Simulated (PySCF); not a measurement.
C3H8O2Si, SMILES C=C[Si@@H](O)OC. Atoms are numbered in the order given.

```xyz
14

C      2.4217    -0.1900    -0.5240
C      1.5609    -0.8881     0.2265
Si    -0.2615    -0.5342     0.2468
O     -0.8103    -0.1768     1.7775
O     -0.4540     0.7428    -0.7992
C     -1.6908     1.2914    -1.1592
H      2.0724     0.6195    -1.1740
H      3.4984    -0.3955    -0.5231
H      1.9514    -1.6941     0.8624
H     -1.1139    -1.6806    -0.1691
H     -0.2839     0.4634     2.2663
H     -2.2321     1.6963    -0.2855
H     -1.5225     2.1150    -1.8698
H     -2.3460     0.5479    -1.6496
```

Geometry optimised at PBE0-D3(BJ)/def2-SVP. The structure was generated by enumeration; whether it is a known compound was not checked. Other conformers were not sampled.

Level of theory: r2SCAN/def2-TZVP run with PySCF.

ESP charges are fitted to the potential on shells at 1.4 to 2.0 van der Waals radii. Atomic charges (e):

```json
[
 {"atom": "C1", "meta-Löwdin": "-0.21", "ESP fit": "-0.23"},
 {"atom": "C2", "meta-Löwdin": "-0.40", "ESP fit": "-0.45"},
 {"atom": "Si3", "meta-Löwdin": "1.19", "ESP fit": "0.71"},
 {"atom": "O4", "meta-Löwdin": "-0.75", "ESP fit": "-0.67"},
 {"atom": "O5", "meta-Löwdin": "-0.62", "ESP fit": "-0.24"},
 {"atom": "C6", "meta-Löwdin": "-0.12", "ESP fit": "-0.34"},
 {"atom": "H7", "meta-Löwdin": "0.13", "ESP fit": "0.13"},
 {"atom": "H8", "meta-Löwdin": "0.12", "ESP fit": "0.16"},
 {"atom": "H9", "meta-Löwdin": "0.13", "ESP fit": "0.20"},
 {"atom": "H10", "meta-Löwdin": "-0.14", "ESP fit": "-0.10"},
 {"atom": "H11", "meta-Löwdin": "0.35", "ESP fit": "0.43"},
 {"atom": "H12", "meta-Löwdin": "0.10", "ESP fit": "0.13"},
 {"atom": "H13", "meta-Löwdin": "0.12", "ESP fit": "0.14"},
 {"atom": "H14", "meta-Löwdin": "0.10", "ESP fit": "0.13"}
]
```

Give the Mayer and Wiberg (Löwdin basis) orders of the bonds. (The exact figures need the calculation; the answer reports its results.)


```
bond     Mayer  Wiberg
-------  -----  ------
C1–C2     1.89    2.21
C2–Si3    0.98    1.09
Si3–O4    1.20    1.65
Si3–O5    1.14    1.50
O5–C6     0.94    1.55
C1–H7     0.95    0.88
C1–H8     0.95    0.89
C2–H9     0.94    0.84
Si3–H10   0.93    0.89
O4–H11    0.88    1.02
C6–H12    0.97    0.94
C6–H13    0.97    0.94
C6–H14    0.97    0.94
```
